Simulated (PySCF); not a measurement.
Computed data sheet: 5,6-dihydrotoluene, `CC1=CC=CCC1`

Species: 5,6-dihydrotoluene, C7H10.
Numbering: `[CH3:1][C:2]1=[CH:3][CH:4]=[CH:5][CH2:6][CH2:7]1` (hydrogens: H8, H9, H10 on C1; H11 on C3; H12 on C4; H13 on C5; H14, H15 on C6; H16, H17 on C7)

Cartesian coordinates in Å at the GFN2-xTB level; atoms count from 1:
```
atom  x, y, z in Å
C1     2.2579    0.4214    0.2453
C2     0.7714    0.2908    0.1802
C3    -0.0669    1.3250    0.2749
C4    -1.5030    1.1299    0.2272
C5    -2.0181   -0.0229   -0.1942
C6    -1.1195   -1.1285   -0.6658
C7     0.2141   -1.1061    0.0797
H8     2.6566   -0.1894    1.0560
H9     2.7084    0.0691   -0.6834
H10    2.5545    1.4551    0.4057
H11    0.3031    2.3330    0.3961
H12   -2.1344    1.9528    0.5287
H13   -3.0845   -0.1769   -0.2662
H14   -1.6029   -2.0986   -0.5365
H15   -0.9433   -0.9911   -1.7406
H16    0.9299   -1.7646   -0.4156
H17    0.0696   -1.4869    1.0986
```

**GFN2-xTB geometry**

| Property | Result |
| --- | --- |
| Point group of the GFN2-xTB geometry | C1 |
| Rotational constants A, B, C of the GFN2-xTB geometry | 4.952, 2.419, 1.712 GHz |

From CAM-B3LYP/def2-SVPD ground state and vertical TDDFT (core frozen in the response) (PySCF):

| Item | Value |
| --- | --- |
| Dipole moment | 0.66 D |
| HOMO energy | -7.19 eV |
| LUMO energy | 0.58 eV |
| HOMO–LUMO gap | 7.77 eV |
| Lowest singlet excitation | 4.84 eV (256 nm, f = 0.172) |
| Strongest line among the 8 lowest singlet transitions | S1 at 4.84 eV (256 nm, f = 0.172) |
| Lowest triplet excitation (Tamm–Dancoff) | 2.92 eV |
| Static isotropic polarisability | 80.7 au |
| Electronic spatial extent ⟨r²⟩ about the centre of nuclear charge | 762 bohr² |

Monoisotopic mass from the formula: 94.0783 u.

The polarisability is 11.96 Å³ as a volume (1 au = 0.148185 Å³), or 1.55 au for each of the 52 electrons. No computed singlet falls in the visible range (750 to 380 nm, 1.65 to 3.26 eV); S1 lies 1.58 eV above its blue end. The vertical singlet–triplet gap S1 − T1 is 1.92 eV (TDDFT singlet less Tamm–Dancoff triplet; S1: HOMO→LUMO, weight 0.98; T1: HOMO→LUMO, weight 0.94). A dipole of 0.66 D is allowed in C1, and pure rotational transitions are dipole-allowed. The largest Löwdin shares of the HOMO are 0.21 on C5, 0.20 on C2, 0.18 on C3 and 0.16 on C4. The rotational constants make it an asymmetric top with κ = (2B − A − C)/(A − C) = -0.56, nearer the prolate limit (−1). With B = h/(8π²I), that is 505.379 GHz u Å² over I, the principal moments of inertia are 102.1, 209.0 and 295.3 u Å² (most abundant isotopes); the inertial defect Ic − Ia − Ib is -15.8 u Å² (zero for a rigid planar frame, negative otherwise). The dipole matches unit charges of opposite sign 0.14 Å apart (1 e·Å = 4.8032 D).

The structure is a single GFN2-xTB conformer in the gas phase; no vibrational or solvent corrections.
